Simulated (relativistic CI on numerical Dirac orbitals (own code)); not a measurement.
**Ligand-field terms of d7**

Computed with a parametric ligand-field model of a d^n configuration (Racah B and C, spin-orbit zeta, crystal field), exact diagonalisation.

Field parameters in Wybourne normalisation: Oh B⁴₀ = 21Dq, B⁴₄ = √(5/14) B⁴₀; Td as Oh with Dq negative (B⁴₀ = 21Dq, B⁴₄ = √(5/14) B⁴₀). The field is a parameter set, without covalency.

Task: A d7 ion in Td symmetry has the ground term 4A2 and bands at 4T2 11500 cm⁻¹ (870 nm), 2E 15765 cm⁻¹ (634 nm), 2T1 16483 cm⁻¹ (607 nm), 4T1 17871 cm⁻¹ (560 nm), 2T2 22415 cm⁻¹ (446 nm), 4T1 28179 cm⁻¹ (355 nm). Which parameters reproduce them?

Result: B = 770, C = 3460, ζ = 0 cm⁻¹, Td, 10Dq = -11500 cm⁻¹.

Task: Ground term and bands for B = 530, C = 2660, ζ = 0 cm⁻¹, Oh, 10Dq = 3550 cm⁻¹?

Result: Ground term 4T1 with 2.10 electrons in the two orbitals of the cubic e set. Spin-allowed: 4T2 3036 cm⁻¹ (3294 nm), 4A2 6586 cm⁻¹ (1518 nm), 4T1 10472 cm⁻¹ (955 nm). Lowest spin-forbidden: 2E 8288 cm⁻¹ (1207 nm), 2T1 10819 cm⁻¹ (924 nm), 2T2 10945 cm⁻¹ (914 nm).

Task: Ground term and bands for B = 530, C = 2120, ζ = 0 cm⁻¹, Oh, 10Dq = 33200 cm⁻¹?

Result: Ground term 2E with 1.01 electrons in the two orbitals of the cubic e set. Spin-allowed: 2T1 31456 cm⁻¹ (318 nm), 2T2 31994 cm⁻¹ (313 nm), 2T1 35336 cm⁻¹ (283 nm), 2T2 44532 cm⁻¹ (225 nm). Lowest spin-forbidden: 4T1 22750 cm⁻¹ (440 nm), 4T2 54624 cm⁻¹ (183 nm), 4T1 61249 cm⁻¹ (163 nm).

Task: Ground term and bands for B = 930, C = 3770, ζ = 0 cm⁻¹, Oh, 10Dq = 18000 cm⁻¹?

Result: Ground term 4T1 with 2.04 electrons in the two orbitals of the cubic e set. Spin-allowed: 4T2 16342 cm⁻¹ (612 nm), 4T1 28634 cm⁻¹ (349 nm), 4A2 34342 cm⁻¹ (291 nm). Lowest spin-forbidden: 2E 238 cm⁻¹, 2T1 15942 cm⁻¹ (627 nm), 2T2 16604 cm⁻¹ (602 nm).

Task: Ground term and bands for B = 780, C = 2810, ζ = 0 cm⁻¹, Oh, 10Dq = 16200 cm⁻¹?

Result: Ground term 2E with 1.05 electrons in the two orbitals of the cubic e set. Spin-allowed: 2T1 14420 cm⁻¹ (693 nm), 2T2 14902 cm⁻¹ (671 nm), 2T1 19293 cm⁻¹ (518 nm), 2T2 27711 cm⁻¹ (361 nm). Lowest spin-forbidden: 4T1 2134 cm⁻¹, 4T2 16902 cm⁻¹ (592 nm), 4T1 27169 cm⁻¹ (368 nm).
